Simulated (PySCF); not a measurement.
C7H9S (doublet state).
Cartesian coordinates in Å at the GFN2-xTB level; atoms count from 1:
```
atom  x, y, z in Å
C1     2.7820   -0.8053    0.8272
C2     1.7156   -0.1896    0.4401
C3     0.6021    0.4321    0.0553
C4     0.5476    1.6189   -0.6729
S5    -1.0408    2.2113   -0.9741
C6    -1.7644    1.0141    0.2062
C7    -0.7786   -0.1449    0.3311
C8    -1.0798   -1.2480   -0.6841
H9     3.2708   -1.5549    0.2171
H10    3.2567   -0.6054    1.7797
H11    1.3885    2.1610   -1.0556
H12   -2.7377    0.7045   -0.1688
H13   -1.8915    1.5412    1.1528
H14   -0.8245   -0.5632    1.3412
H15   -1.0723   -0.8420   -1.6937
H16   -0.3252   -2.0284   -0.6198
H17   -2.0556   -1.6895   -0.4919
```

As a line formula: `C=[C]C1=CSC[C@H]1C` [radical].

Computed with PySCF, UKS B3LYP, pcH-1 on C H S, non-relativistic, mean-field spin-orbit, GIAO. One conformer (not necessarily the lowest) at the GFN2-xTB geometry, without solvent, vibrations or thermal averaging. A GFN2-xTB geometry isn't a minimum of the functional, and hyperfine couplings can be far from their values at a DFT geometry. Stability of the SCF solution: not tested.

Principal values of hyperfine tensors in MHz (contact, dipolar and spin–orbit terms together), for some of the nuclei:

```json
{"atom": "H9", "isotope": "1H", "A1": "89.87", "A2": "90.49", "A3": "97.13"}
{"atom": "H10", "isotope": "1H", "A1": "89.21", "A2": "89.86", "A3": "96.53"}
{"atom": "C4", "isotope": "13C", "A1": "10.07", "A2": "10.93", "A3": "162.68"}
{"atom": "C2", "isotope": "13C", "A1": "-2.07", "A2": "8.73", "A3": "120.97"}
{"atom": "H11", "isotope": "1H", "A1": "-62.23", "A2": "-41.46", "A3": "-15.87"}
{"atom": "C1", "isotope": "13C", "A1": "-42.11", "A2": "-32.24", "A3": "-27.84"}
{"atom": "H13", "isotope": "1H", "A1": "8.38", "A2": "9.54", "A3": "13.51"}
{"atom": "C8", "isotope": "13C", "A1": "-10.01", "A2": "-8.71", "A3": "-8.48"}
```

**Question.** Give the isotropic coupling of each nucleus in MHz and in mT (g = 2.0039), and the anisotropic part.

**Answer.** a_iso = (A1 + A2 + A3)/3, Ti = Ai − a_iso; 1 mT corresponds to 28.047 MHz. The tensors hold a spin–orbit part: the run splits a_iso into a_FC + a_SO, and T includes its anisotropic share.

```json
{"atom": "H9", "a_iso (MHz)": "92.49", "a_FC": "92.50", "a_SO": "0.00", "a_iso (mT)": "3.298", "T1": "-2.62", "T2": "-2.01", "T3": "4.63"}
{"atom": "H10", "a_iso (MHz)": "91.87", "a_FC": "91.87", "a_SO": "0.00", "a_iso (mT)": "3.276", "T1": "-2.66", "T2": "-2.01", "T3": "4.66"}
{"atom": "C4", "a_iso (MHz)": "61.23", "a_FC": "60.96", "a_SO": "0.27", "a_iso (mT)": "2.183", "T1": "-51.16", "T2": "-50.29", "T3": "101.45"}
{"atom": "C2", "a_iso (MHz)": "42.54", "a_FC": "42.69", "a_SO": "-0.15", "a_iso (mT)": "1.517", "T1": "-44.62", "T2": "-33.81", "T3": "78.43"}
{"atom": "H11", "a_iso (MHz)": "-39.85", "a_FC": "-39.93", "a_SO": "0.08", "a_iso (mT)": "-1.421", "T1": "-22.38", "T2": "-1.60", "T3": "23.98"}
{"atom": "C1", "a_iso (MHz)": "-34.06", "a_FC": "-34.06", "a_SO": "0.00", "a_iso (mT)": "-1.215", "T1": "-8.04", "T2": "1.82", "T3": "6.22"}
{"atom": "H13", "a_iso (MHz)": "10.48", "a_FC": "10.48", "a_SO": "0.00", "a_iso (mT)": "0.374", "T1": "-2.09", "T2": "-0.94", "T3": "3.03"}
{"atom": "C8", "a_iso (MHz)": "-9.07", "a_FC": "-9.07", "a_SO": "0.00", "a_iso (mT)": "-0.323", "T1": "-0.94", "T2": "0.35", "T3": "0.59"}
```

**Question.** What spin density at the nucleus of C8 lies behind its contact coupling (g_N = 1.40482)?

**Answer.** a_FC = 800.24 MHz bohr³ × g_N × ρ(0)/(2S). With a_FC = -9.07 MHz and 2S = 1, ρ(0) = -0.008066 bohr⁻³.

**Question.** C3 (13C, g_N = 1.40482) isn't in the table. Its spin density at the nucleus is -0.0403 bohr⁻³. What is its contact coupling?

**Answer.** By the same relation, a_FC = -45.3 MHz. Its full tensor has the principal values -70.42, -35.35, -30.05 MHz.

**Question.** Which nucleus of the table has the largest anisotropic coupling, and what is its form?

**Answer.** C4: -51.2, -50.3, 101.5 MHz (the dipolar term alone has -51.8, -49.9, 101.7), axial, in the ratio −1:−1:+2, the form that spin in one p orbital centred on that nucleus gives.

**Question.** What first-order splitting does H9 cause when the field lies along A1, A2 or A3 of its tensor (g taken as isotropic, no quadrupole term)?

**Answer.** 2 lines (I = 1/2), spaced by |A_i|/(g × 13.996): 3.20, 3.23, 3.46 mT along the axes of A1, A2 and A3.

The run took 1.7 min wall (grids of density and orbitals included) on one thread, Arm Neoverse V2 (aarch64), shared host with 32 logical CPUs at a one-minute load of 14, and the process peaked at 1.1 GiB of memory.

The SMILES draws the unpaired electron on C2; the largest computed Mulliken spin population is on C4 (0.59 against 0.49).
